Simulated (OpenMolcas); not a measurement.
A calculation on Kr²⁺.

- Program: OpenMolcas
- Method: CASSCF
- Basis: ANO-RCC-VTZP [6s5p3d1f]
- Scalar Hamiltonian: DKH2, point nucleus
- Active space: 6 electrons in 4 orbitals (4s 4p)
- State averaging: 2S+1 = 3 even, 3 roots; 2S+1 = 1 even, 6 roots; 2S+1 = 3 odd, 3 roots; 2S+1 = 1 odd, 3 roots
- Spin-orbit coupling: state interaction with AMFI integrals over the reference wave functions, term energies averaged over their components

Question: Which level of the active space comes out lowest?

Answer: 4s² 4p⁴ ³P₂, with 98 % of that term; it is also the measured ground level.

Question: How high does 4s 4p⁵ ¹P°₁ lie?

Answer: 191739 cm⁻¹ above the lowest level; measured 141876 cm⁻¹ above the ground level, so the calculation is off by +35 %.

Question: How high does 4s² 4p⁴ ¹D₂ lie?

Answer: 17077 cm⁻¹ above the lowest level; measured 14644 cm⁻¹ above the ground level, so the calculation is off by +17 %.

Question: How high does 4s 4p⁵ ³P°₂ lie?

Answer: 135552 cm⁻¹ above the lowest level; measured 115931 cm⁻¹ above the ground level, so the calculation is off by +17 %.

Measured values: Saloman, J. Phys. Chem. Ref. Data 36, 215 (2007).

Terms of s pⁿ other than that of highest spin mix with s² pⁿ⁻² d, which this space lacks; all of them can be thousands of cm-1 off, and some have no real level of that name. Measured partners are found by configuration, term and J. A level has none where our copy of the source lacks it or the pairing is in doubt (some pairs that miss far off the trend of their configuration count as doubtful), and it then counts in no deviation. Levels of configurations outside the active space are missing.

° marks odd parity.
